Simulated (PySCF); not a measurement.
# Predicted spectroscopic data

Computational details: GFN2-xTB geometry, PBE0/pcSseg-1 with gauge-including orbitals, in PySCF 2.14.0 with density-fitted response routines (one computed conformer, in vacuum, equivalent nuclei averaged, no relativistic terms).

δ = σ(ref) − σ, references computed at the same level: TMS for ¹H (σ = 31.72 ppm) and ¹³C (σ = 186.93 ppm). Splittings of carbon signals by F and P are missing where no couplings were computed. Where no couplings were computed, multiplicities follow the n + 1 count of equivalent neighbours, and m marks all less simple cases (inequivalent or close neighbours, rings, F or P nearby). Acid and N–H amide carbonyl carbons lie up to 10 ppm further downfield in solution (hydrogen bonding). Shifts are as computed. Against solution values, carbons near 30 ppm lie about +3 ppm off and those near 130 ppm about +5 ppm; carbons on Cl a further +6 ppm. Of 1309 compounds with measured shifts, 239 miss one by over three times the rms of a fit or turn the order of signals round; such compounds aren't used in these exercises. Carbons bonded to Cl come out too deshielded. OH and NH positions are gas-phase values without hydrogen bonding to other molecules.

**1.** SMILES COC(=O)OC[SiH2]Cl, C₃H₇ClO₃Si. ¹H NMR (600 MHz, computed): δ 5.62 (t, 2H), 4.22 (s, 3H), 4.13 (t, 2H). ¹³C{¹H} NMR (computed): δ 168.6 (C), 62.6 (CH2), 56.9 (CH3).

**2.** SMILES CO[Si@H](Cl)OC(C)=O, C₃H₇ClO₃Si. ¹H NMR (600 MHz, computed): δ 5.48 (s, 1H), 3.86 (s, 3H), 2.14 (s, 3H). ¹³C{¹H} NMR (computed): δ 175.0 (C), 51.2 (CH3), 23.8 (CH3).

**3.** SMILES [C@@H]12[C@@](C#N)(C1)[C@]2([SiH3])C(F)F, C₆H₇F₂NSi. ¹H NMR (600 MHz, computed): δ 6.14 (m, 1H), 3.98 (s, 3H), 2.72 (m, 1H), 1.83 (m, 1H), 1.22 (m, 1H). ¹³C{¹H} NMR (computed): δ 121.2, 119.6, 45.1, 36.5, 22.7, -0.4.

**4.** `O=C(O)[SiH2]OCCCl`, C₃H₇ClO₃Si. ¹H NMR (600 MHz, computed): δ 6.77 (br s, 1H), 5.24 (s, 2H), 4.70 (t, 2H), 3.81 (t, 2H). ¹³C{¹H} NMR (computed): δ 188.5, 67.0, 55.4.
